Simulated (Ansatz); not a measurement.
`PS` + `O[SiH2]F` → `F[SiH2]OP` + H₂S at 400 K and 1 bar (ligand exchange at a P–S bond).

Gas-phase electronic energies from Ansatz, PBE0-D4/def2-TZVP geometries. CCSD(T)/CBS adds triple-zeta CCSD(T) − MP2 to the extrapolated MP2 energy (def2 sets, frozen cores). This one scheme is used for every species. One conformer a species, not always the lowest.

| species | CCSD(T)/CBS energy (Eh) | H − E (kJ/mol) | S (J/(mol·K)) |
| --- | --- | --- | --- |
| `PS` | -740.51379 | 89.7 | 283.7 |
| `O[SiH2]F` | -465.96250 | 110.6 | 296.9 |
| `F[SiH2]OP` | -807.49610 | 141.1 | 361.6 |
| H₂S | -398.97279 | 53.4 | 215.9 |

H − E and S are ideal-gas, rigid-rotor, harmonic terms from PBE0-D4/def2-TZVP, for one conformer and one mirror image of each species. 1 Eh = 2625.50 kJ/mol, R = 8.31446 J/(mol·K).

**Question.** By hand: ΔE, ΔH, ΔS and ΔG.

**Answer.** ΔE = (-807.49610) + (-398.97279) − (-740.51379) − (-465.96250) = 0.00740 Eh = 19.4 kJ/mol. Δ(H − E) = 141.1 + 53.4 − 89.7 − 110.6 = -5.8, so ΔH = 13.6 kJ/mol. ΔS = 361.6 + 215.9 − 283.7 − 296.9 = -3.1 J/(mol·K). ΔG = 13.6 − 400 × (-3.1)/1000 = 14.8 kJ/mol.

**Question.** By hand: the equilibrium constant, and the temperature at which ΔG would vanish if ΔH and ΔS stayed fixed.

**Answer.** log₁₀ K = −ΔG/(RT ln 10) = -1.9. ΔH and −TΔS have one sign here, so there is no such temperature. One of them is within its doubt of zero, so this could turn.

The number of gas molecules stays the same, so ΔS is small and ΔH decides. A doubt of 5 kJ/mol in ΔE shifts log₁₀ K by 0.7 here. Other conformers and mirror images would add mixing entropy, several J/(mol·K) or more a flexible species. Modes under 60 cm⁻¹, often nearly free rotors, make the harmonic entropy too high. These are equilibria of isolated gas molecules and say nothing of rates. Largest T1 diagnostic: 0.013 (customary marks: 0.02 for closed shells, 0.045 for open ones).
